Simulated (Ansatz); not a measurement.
CH6BFSSi, SMILES `CSB(F)[SiH3]` at its PBE0-D4/def2-TZVP geometry, where that method's forces vanish. Charge 0, multiplicity 1.

```csv
atom,x (Å),y (Å),z (Å)
C1,0.6746,1.0138,-1.3294
S2,0.9162,1.6393,0.3509
B3,0.1278,0.3956,1.3676
F4,0.1608,0.6164,2.6808
Si5,-0.7771,-1.2746,0.6428
H6,-0.3835,0.9794,-1.5839
H7,1.1219,0.0281,-1.4476
H8,1.1773,1.7118,-1.9973
H9,0.2047,-2.1094,-0.1059
H10,-1.3638,-2.0936,1.7357
H11,-1.8589,-0.9066,-0.3137
```

Q: For each bond, give half the difference of the two atoms' forces along it (eV/Å; positive pushes the atoms apart) under PBE-D4, r2SCAN-D4, B3LYP-D4, ωB97M-V in def2-TZVPP. (An estimate is asked.)

A: Computed: 
| bond | length (Å) | PBE-D4 | r2SCAN-D4 | B3LYP-D4 | ωB97M-V |
| --- | --- | --- | --- | --- | --- |
| C1–S2 | 1.809 | 0.14 | 0.18 | 0.30 | 0.15 |
| C1–H6 | 1.089 | 0.10 | -0.04 | -0.08 | -0.08 |
| C1–H7 | 1.089 | 0.10 | -0.04 | -0.09 | -0.07 |
| C1–H8 | 1.089 | 0.09 | -0.06 | -0.10 | -0.06 |
| S2–B3 | 1.789 | 0.06 | 0.06 | 0.04 | -0.02 |
| B3–F4 | 1.332 | 0.52 | 0.17 | 0.18 | 0.23 |
| B3–Si5 | 2.033 | -0.24 | -0.09 | -0.03 | -0.03 |
| Si5–H9 | 1.490 | 0.10 | -0.01 | -0.06 | -0.11 |
| Si5–H10 | 1.486 | 0.10 | -0.02 | -0.08 | -0.11 |
| Si5–H11 | 1.490 | 0.10 | -0.01 | -0.06 | -0.10 |

B3LYP here is the variant with VWN-RPA as its local correlation; programs differ in this.
